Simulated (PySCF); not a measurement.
C₃H₅BN₂, SMILES NB1C=CN=C1.

Geometry: PBE0-D3(BJ)/def2-SVP. The structure was generated by enumeration, and PubChem lists no compound with its InChIKey, so it may never have been made. The values are those of a single conformer.

Calculation: PBE0-D3(BJ)/def2-SVP in PySCF 2.14.0.

No scaling factor is applied to the harmonic values.

```
mode  ν (cm⁻¹)  IR (km/mol)  moving atoms (share of kinetic energy)
----  --------  -----------  --------------------------------------
1          152          2.0          C 39 %, N 24 %, H 19 %, B 18 %
2          298          1.7          H 34 %, C 28 %, N 26 %, B 13 %
3          377         14.3                  H 38 %, C 33 %, N 27 %
4          568          1.5          N 53 %, C 22 %, B 15 %, H 10 %
5          580        115.4           H 65 %, B 15 %, C 10 %, N 9 %
6          623         47.8                  H 48 %, B 30 %, N 15 %
7          666         13.1                          H 80 %, C 11 %
8          746          1.2          C 41 %, N 31 %, B 16 %, H 12 %
9          790         40.1                          H 66 %, C 21 %
10         829          5.3                          C 67 %, H 26 %
11         859          1.0                  H 59 %, C 23 %, N 17 %
12         885         12.7                          H 73 %, C 21 %
13         964         11.2                  C 41 %, N 33 %, H 26 %
14        1006          0.0                          H 68 %, C 31 %
15        1106          0.8                   H 75 %, C 13 %, B 9 %
16        1175         40.5                  H 41 %, B 36 %, C 17 %
17        1301          0.4                  H 64 %, C 16 %, N 14 %
18        1332         12.5                          H 56 %, C 35 %
19        1465         70.7                          B 45 %, H 43 %
20        1609         68.3                  C 45 %, H 35 %, N 15 %
21        1636        156.2          C 44 %, H 25 %, B 17 %, N 14 %
22        1682         16.0                          C 54 %, N 41 %
23        3140         24.7                           H 91 %, C 8 %
24        3205         16.6                           H 92 %, C 8 %
25        3247          4.4                           H 91 %, C 9 %
26        3626         61.0                                  H 96 %
27        3730         43.9                           H 91 %, N 9 %
```
